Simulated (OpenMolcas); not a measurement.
# Computed levels of Ar2+

| Quantity | Value |
| --- | --- |
| Program | OpenMolcas |
| Method | RASSCF |
| Basis | ANO-RCC-VQZP [6s5p3d2f1g] |
| Scalar Hamiltonian | DKH2, point nucleus |
| Active space | 6 electrons in 9 orbitals (RAS2 3s 3p; RAS3 3d, at most 2 electrons) |
| State averaging | 2S+1 = 3 even, 3 roots; 2S+1 = 1 even, 7 roots; 2S+1 = 3 odd, 3 roots; 2S+1 = 1 odd, 3 roots |
| Spin-orbit coupling | RASSI with atomic mean-field integrals over the reference wave functions, term energies averaged over their components |

Spin-free terms above the lowest, with the occupations of the reference:

| Configuration | Term | E (eV) | Occupations |
| --- | --- | --- | --- |
| 3s² 3p⁴ | ³P | 0.0000 | 3s 1.97 3p 3.96 3d 0.07 |
| 3s² 3p⁴ | ¹D | 1.9350 | 3s 1.97 3p 3.96 3d 0.07 |
| 3s² 3p⁴ | ¹S | 4.2801 | 3s 1.92 3p 4.00 3d 0.08 |
| 3s 3p⁵ | ³P° | 14.3202 | 3s 1.18 3p 4.57 3d 0.25 |

With spin-orbit coupling, above the lowest level:

| Configuration | Term | J | E (eV) | Measured (eV) | g | Term weight % |
| --- | --- | --- | --- | --- | --- | --- |
| 3s² 3p⁴ | ³P | 2 | 0.0000 | 0.0000 | 1.500 | 100 |
| 3s² 3p⁴ | ³P | 1 | 0.1243 | 0.1379 | 1.501 | 100 |
| 3s² 3p⁴ | ³P | 0 | 0.1778 | 0.1947 |  | 100 |
| 3s² 3p⁴ | ¹D | 2 | 2.0026 | 1.7370 | 1.001 | 100 |
| 3s² 3p⁴ | ¹S | 0 | 4.3508 | 4.1244 |  | 100 |
| 3s 3p⁵ | ³P° | 2 | 14.3271 | 14.1095 | 1.501 | 100 |
| 3s 3p⁵ | ³P° | 1 | 14.4400 | 14.2331 | 1.501 | 100 |
| 3s 3p⁵ | ³P° | 0 | 14.4981 | 14.2988 |  | 100 |

Against the 7 measured excited levels shown (Saloman, J. Phys. Chem. Ref. Data 39, 033101 (2010)) the mean absolute deviation is 1300 cm-1; the largest miss in energy is 3s² 3p⁴ ¹D₂: computed 2.0026, measured 1.7370 eV (+15.3 %).

Spin-orbit coupling puts the lowest level 0.0640 eV below the lowest spin-free term.

For ³P the intervals divided by the larger J are -431.6, -501.2 cm-1. Landé's interval rule makes them equal in pure LS coupling; they differ by 15 % of their mean. The multiplet is inverted.

Active for correlation alone: 3d; no level in the range computed is led by a configuration that fills it, so any true level of that kind is missing. Some terms mix strongly with configurations of 3d, whose occupation reaches 0.25 (3s 3p⁵ ³P°). Measured partners are found by configuration, term and J. A level has none where our copy of the source lacks it or the pairing is in doubt (some pairs that miss far off the trend of their configuration count as doubtful), and it then counts in no deviation. Levels of configurations outside the active space are missing. The first state left out of the spin-orbit step lies near 180000 cm-1 above the lowest spin-free state of the reference (among the parities and spins computed), and the list stops at four fifths of that energy or lower.

The term weight is that of the spin-free term in the level, not the purity of its configuration. ° marks odd parity.
